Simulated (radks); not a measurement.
Question: Species: Cu VI. Configuration: [Ne] 3s2 3p(1/2: 2, 3/2: 3) 3d(3/2: 4, 5/2: 3) (not the ground configuration). All-electron calculation, Dirac Kohn-Sham, BLYP, spin-unpolarised, spherical densities, finite nucleus; Fermi nuclear charge, rms radius 3.8823 fm. Program: a radial shooting solver on a logarithmic mesh with Libxc functionals. Some entries of the table are withheld. Estimate them.

orbital,occ.,eigenvalue (hartree),r(max) (bohr),<r> (bohr)
1s1/2,2,-329.0896,(1),0.05213
2s1/2,2,-42.77513,0.1966,0.2349
2p1/2,2,-37.95402,0.1562,0.2040
2p3/2,4,-37.19903,0.1589,0.2073
3s1/2,2,-7.69548,0.6067,0.6914
3p1/2,2,(2),(3),0.7077
3p3/2,3,(4),(5),0.7164
3d3/2,4,(6),(7),0.7622
3d5/2,3,(8),(9),0.7652

Answer: 
(1) 1s1/2 r(max) (bohr): 0.03411
(2) 3p1/2 eigenvalue (hartree): -6.17362
(3) 3p1/2 r(max) (bohr): 0.6038
(4) 3p3/2 eigenvalue (hartree): -6.06960
(5) 3p3/2 r(max) (bohr): 0.6113
(6) 3d3/2 eigenvalue (hartree): -3.52661
(7) 3d3/2 r(max) (bohr): 0.5632
(8) 3d5/2 eigenvalue (hartree): -3.51219
(9) 3d5/2 r(max) (bohr): 0.5655
